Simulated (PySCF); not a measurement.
CH7ClFNSi2, SMILES C[Si@](F)(Cl)N[SiH3]. Heavy atoms are numbered as in [CH3:1][Si@:2]([F:3])([Cl:4])[NH:5][SiH3:6]. Hydrogens are named by the atom that carries them.

Geometry optimised at PBE0-D3(BJ)/def2-SVP. The structure was generated by enumeration; whether it is a known compound was not checked. The values are those of a single conformer.

Calculation: PBE0/pcSseg-1 (PySCF).

GIAO shieldings, no solvent; atoms alike by connectivity are averaged. δ = σ(ref) − σ: ¹³C against TMS (σ = 186.3 ppm); ²⁹Si against TMS (σ = 352.7 ppm); ¹⁹F against CFCl3 (σ = 167.2 ppm); ³⁵Cl against HCl (σ = 945.9 ppm); ¹⁵N against NH3 (σ = 267.4 ppm); ¹H against TMS (σ = 31.56 ppm), references at their B3LYP-D3(BJ)/def2-TZVP geometries, non-relativistic (without spin–orbit terms, shifts of atoms bonded to Cl or Br come out too high).

```csv
nucleus,atoms,count,δ (ppm)
¹³C,C1 (CH3),1,0.8
²⁹Si,Si2,1,2.9
²⁹Si,Si6 (SiH3),1,-54.8
¹⁹F,F3,1,-117.1
³⁵Cl,Cl4,1,62.9
¹⁵N,N5 (NH),1,39.2
¹H,H on Si6,3,4.92
¹H,H on N5,1,0.91
¹H,H on C1,3,0.79
```
